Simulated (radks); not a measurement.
Task: These are the eigenvalues of the occupied orbitals of an atom or ion with whole-number occupations (eV). All-electron calculation, non-relativistic Kohn-Sham, r2SCAN, spin-polarised, spherical densities, point nucleus; meta-GGA in the generalised Kohn-Sham scheme. Program: a radial shooting solver on a logarithmic mesh with Libxc functionals.

orbital  eigenvalue
1s up     -888.5082
1s down   -885.8029
2s up      -82.5433
2s down    -76.6330
2p up      -58.1664
2p down    -51.6302

Which element is it, and in what charge state? The configuration may be excited. Open shells, if any, are filled with parallel spins first.

Result: Z = 10, neon, charge +2: Ne2+ in [He] 2s2 2p4. The list shows which subshells hold electrons but not how many an open one holds; the 1s level, -32.652 hartree, gives Z - s = 8.1 by -(Z - s)^2/2, which with screening narrows Z to a few neighbours, and the depths of the outer levels then fix element, charge and occupations together.
